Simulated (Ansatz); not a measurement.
# A relaxation, step by step

SiH$_{6}$O$_{4}$, closed shell, PBE0-D4/def2-TZVP (Ansatz 0.2.0). Settings:

```yaml
hamiltonian: {xc: pbe0, dispersion: d4}
relax: {f_tol: 0.005, max_steps: 200}
```

Start, a step off a saddle point along its unstable mode:

Si1  (-0.224, 0.075, -0.169)
O2  (0.974, 0.175, 1.287)
O3  (-0.294, -1.278, -1.130)
O4  (-1.281, -0.485, 1.016)
O5  (-0.976, 1.498, -0.532)
H6  (1.710, 0.270, 0.662)
H7  (1.184, 0.547, -0.805)
H8  (0.998, -0.610, 1.858)
H9  (0.341, -1.190, -1.834)
H10  (-2.032, -1.016, 0.733)
H11  (-0.401, 2.015, -1.086)
(Å)

```
               step  energy less the last (meV)  largest force component (eV/Å)
                  1                      1452.7                           0.833
                  5                      1062.6                           0.694
                  9                       452.3                           0.611
                 13                       319.0                           0.351
                 17                       221.1                           1.264
                 21                        83.3                           0.191
25 (rejected trial)                        84.6                           1.020
                 29                        41.4                           0.118
                 33                        39.6                           0.078
                 37                        36.0                           0.046
                 41                        31.8                           0.242
45 (rejected trial)                        26.9                           0.510
                 49                         1.1                           0.062
                 53                         0.1                           0.016
                 57                         0.0                           0.007
                 58                         0.0                           0.005
```

Step 17, positions (Å) and forces (eV/Å):

```csv
atom,x,y,z,Fx,Fy,Fz
Si1,-0.221,-0.295,-0.708,-0.057,0.205,0.063
O2,1.163,1.131,1.819,-0.157,-1.264,0.334
O3,-1.165,-1.056,-1.811,0.085,0.129,-0.116
O4,-0.574,-1.033,0.716,0.017,-0.130,-0.011
O5,-0.594,1.292,-0.598,0.452,0.253,-0.186
H6,1.929,0.578,2.070,-0.614,0.554,-0.237
H7,1.217,-0.446,-1.028,-0.035,-0.031,0.031
H8,0.402,0.511,1.925,0.740,0.683,-0.125
H9,-1.056,-0.827,-2.739,-0.057,-0.011,0.227
H10,-1.226,-1.738,0.677,0.078,0.080,0.024
H11,0.127,1.883,-0.322,-0.452,-0.468,-0.003
```

Step 33, positions (Å) and forces (eV/Å):

```csv
atom,x,y,z,Fx,Fy,Fz
Si1,-0.020,-0.487,-0.867,0.078,0.002,0.007
O2,0.733,1.231,1.858,-0.002,-0.012,0.006
O3,-1.127,-1.038,-1.933,0.007,-0.022,0.004
O4,-0.290,-1.182,0.610,-0.002,0.016,-0.021
O5,-0.154,1.134,-0.802,0.007,-0.041,-0.004
H6,1.640,1.228,2.171,-0.010,0.005,0.002
H7,1.343,-0.927,-1.229,-0.041,0.015,0.004
H8,0.454,0.304,1.834,0.009,-0.001,-0.008
H9,-1.564,-0.372,-2.466,-0.030,0.017,-0.011
H10,-1.205,-1.401,0.800,-0.025,-0.019,0.019
H11,0.189,1.511,0.026,0.008,0.039,0.002
```

Step 49, positions (Å) and forces (eV/Å):

```json
{"atom": "Si1", "x": "0.098", "y": "-0.548", "z": "-0.998", "Fx": "0.001", "Fy": "0.011", "Fz": "-0.062"}
{"atom": "O2", "x": "0.362", "y": "1.407", "z": "1.833", "Fx": "0.009", "Fy": "-0.003", "Fz": "0.002"}
{"atom": "O3", "x": "-1.243", "y": "-0.768", "z": "-1.907", "Fx": "-0.006", "Fy": "0.030", "Fz": "0.021"}
{"atom": "O4", "x": "-0.160", "y": "-1.037", "z": "0.569", "Fx": "-0.007", "Fy": "-0.022", "Fz": "0.027"}
{"atom": "O5", "x": "0.562", "y": "0.998", "z": "-0.892", "Fx": "-0.017", "Fy": "-0.002", "Fz": "0.011"}
{"atom": "H6", "x": "1.141", "y": "1.466", "z": "2.390", "Fx": "-0.004", "Fy": "0.002", "Fz": "-0.001"}
{"atom": "H7", "x": "1.110", "y": "-1.394", "z": "-1.649", "Fx": "0.033", "Fy": "-0.032", "Fz": "0.019"}
{"atom": "H8", "x": "0.131", "y": "0.465", "z": "1.792", "Fx": "0.002", "Fy": "0.004", "Fz": "-0.006"}
{"atom": "H9", "x": "-1.938", "y": "-0.111", "z": "-1.834", "Fx": "-0.009", "Fy": "0.007", "Fz": "-0.007"}
{"atom": "H10", "x": "-0.642", "y": "-1.857", "z": "0.689", "Fx": "0.008", "Fy": "-0.005", "Fz": "0.000"}
{"atom": "H11", "x": "0.578", "y": "1.379", "z": "0.006", "Fx": "-0.011", "Fy": "0.010", "Fz": "-0.006"}
```

Last step (58):

```csv
atom,x (Å),y (Å),z (Å)
Si1,0.0835,-0.5467,-0.9934
O2,0.3816,1.4061,1.8358
O3,-1.2424,-0.7685,-1.9217
O4,-0.1868,-1.0312,0.5745
O5,0.5223,1.0064,-0.8899
H6,1.1687,1.4561,2.3822
H7,1.1147,-1.3984,-1.6122
H8,0.1380,0.4683,1.7969
H9,-1.9258,-0.0971,-1.8769
H10,-0.6132,-1.8808,0.6964
H11,0.5596,1.3858,0.0083
```

Hardware: 8 CPU threads of an Arm Neoverse V1, shared host. Wall time about 80 s.
